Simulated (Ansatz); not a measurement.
Reaction (cleavage of the Si–Si bond): `F[Si]([SiH3])([SiH3])Cl` + `[OH][Al]([Cl])[Br]` → `[SiH3][O][Al]([Cl])[Br]` + `F[SiH]([SiH3])Cl`

Program: Ansatz. Geometries: PBE0-D4/def2-TZVP. ΔE: electronic, gas phase. CCSD(T)/CBS is the MP2 limit (def2-TZVPP, def2-QZVPP) plus CCSD(T) − MP2 in def2-TZVPP, frozen cores. DFT in def2-TZVPP. B3LYP here is the variant with VWN-RPA as its local correlation; programs differ in this. HSE06 is defined as in plane-wave codes. For Br outer-core shells are correlated without core-valence functions, which leaves a few kJ/mol of doubt a bond. Scalar relativity is left out up to krypton. Each species was taken in one conformer, which may not be the lowest.

| level | ΔE (kJ/mol) | difference from CCSD(T)/CBS |
| --- | --- | --- |
| LDA (SPW92) | -80.7 | 28.2 |
| PBE-D4 | -77.4 | 31.5 |
| BLYP-D4 | -96.8 | 12.1 |
| r2SCAN-D4 | -100.0 | 8.9 |
| B97M-V | -103.5 | 5.4 |
| PBE0-D4 | -89.3 | 19.6 |
| B3LYP-D4 | -105.6 | 3.3 |
| r2SCANh-D4 | -102.4 | 6.5 |
| r2SCAN0-D4 | -105.7 | 3.2 |
| HSE06-D4 | -89.1 | 19.8 |
| BHLYP-D4 | -119.7 | -10.8 |
| CAM-B3LYP-D4 | -114.6 | -5.7 |
| ωB97X-V | -106.0 | 2.9 |
| ωB97M-V | -109.4 | -0.5 |
| B2PLYP | -114.6 | -5.7 |
| PBE-QIDH | -106.5 | 2.4 |
| BLYP | -102.8 | 6.1 |
| r2SCAN | -100.7 | 8.2 |
| PBE0 | -92.1 | 16.8 |
| B3LYP | -110.7 | -1.8 |
| r2SCANh | -103.1 | 5.8 |
| HSE06 | -91.8 | 17.1 |
| BHLYP | -125.0 | -16.1 |
| CAM-B3LYP | -117.7 | -8.8 |
| LC-ωPBE | -101.8 | 7.1 |
| RPA@PBE/def2-TZVPP | -112.8 | -3.9 |
| HF/def2-SVP | -137.9 | -29.0 |
| MP2/def2-SVP | -114.8 | -5.9 |
| CCSD/def2-SVP | -113.1 | -4.2 |
| CCSD(T)/def2-SVP | -109.4 | -0.5 |
| HF/def2-TZVPP | -143.7 | -34.8 |
| SCS-MP2/def2-TZVPP | -123.2 | -14.3 |
| CCSD/def2-TZVPP | -116.0 | -7.1 |
| CCSD(T)/def2-TZVPP | -110.8 | -1.9 |
| HF/def2-QZVPP | -146.6 | -37.7 |
| MP2/def2-QZVPP | -116.8 | -7.9 |
| SCS-MP2/def2-QZVPP | -123.0 | -14.1 |
| HF/CBS(def2) | -147.0 | -38.1 |
| MP2/CBS(def2) | -115.0 | -6.1 |
| CCSD/CBS(def2) | -114.1 | -5.2 |
| CCSD(T)/CBS | -108.9 | 0 |

Largest T1 diagnostic among the species: 0.013.

From PBE to PBE0 (25 % exact exchange), in def2-TZVPP and without D4, ΔE moves by −11.6 kJ/mol. Leaving LDA and LC-ωPBE aside and taking each functional with its dispersion term where it has one, the values, not all of them listed here, spread over 43.3 kJ/mol, from BHLYP-D4 to revPBE-D4. The D4 term adds +5.1 kJ/mol with B3LYP and +2.8 kJ/mol with PBE0; it sums over pairs of atoms, weighted by their polarisabilities, and B3LYP, whose exchange is more repulsive, gets the larger term.
